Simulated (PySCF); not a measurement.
## Two structures, one formula

Two relaxed structures of CH3InO, closed shell (PBE0-D4/def2-TZVP; forces vanish, vibrations not checked).

A:

```
6
angstrom
O -0.2684 -1.6592 0.9179
C -0.0939 -1.5975 -0.2764
In 0.1805 1.2598 0.4113
H -0.9315 -1.4671 -0.9875
H 0.9070 -1.7206 -0.7313
H -0.0466 1.3707 2.2157
```

B:

O1  (-0.631, -1.900, 1.048)
C2  (-0.578, -1.116, -0.025)
In3  (0.958, 0.289, -0.693)
H4  (-0.869, -1.752, -0.877)
H5  (0.449, 1.969, -0.909)
H6  (-0.422, -1.389, 1.838)
(Å)

Program: PySCF 2.14 with density fitting (its default auxiliary sets; JK sets also for MP2 and CCSD(T)). Basis: def2-TZVPP. Cores are frozen in the correlated methods. Filled d shells of the heavier atoms are correlated. Core potentials replace the inner electrons of the atoms past krypton. The def2 sets are not built for correlating such inner shells, so the correlated values are less sure here. B3LYP uses VWN-RPA correlation.

Question: Which structure is lower at CCSD(T), and by how much? (Judge from chemistry; the value comes from the calculation.)

Answer: Computed: A, by 1.333 eV (electronic energy, against the other). By their contacts, A is a complex of CH₂O ([CH2][O]) + InH and B is CH₃InO ([OH][CH][InH]).

All methods give the same order:

```tsv
method	E(B) − E(A) (eV)
PBE-D4	1.212
r2SCAN-D4	1.196
PBE0-D4	1.304
B3LYP-D4	1.441
wB97M-V	1.473
HF	1.813
MP2	1.492
CCSD	1.468
CCSD(T)	1.333
```

The T1 diagnostic stays at or below 0.028. The T1 diagnostic is large here, which may signal multireference character or strong orbital relaxation, so CCSD(T) is less sure. The restricted Hartree–Fock reference is unstable towards an unrestricted one at one or more of these structures.

Labels in which every atom is bracketed show which atoms are joined, not bond orders.

For scale, one of the runs: CCSD(T)/def2-TZVPP, 154 basis functions, launched by `OMP_NUM_THREADS=2 python run.py`. Hardware: 2 CPU threads of an Intel Xeon, shared host. Wall time 2.7 min; peak host memory 1.4 GiB.
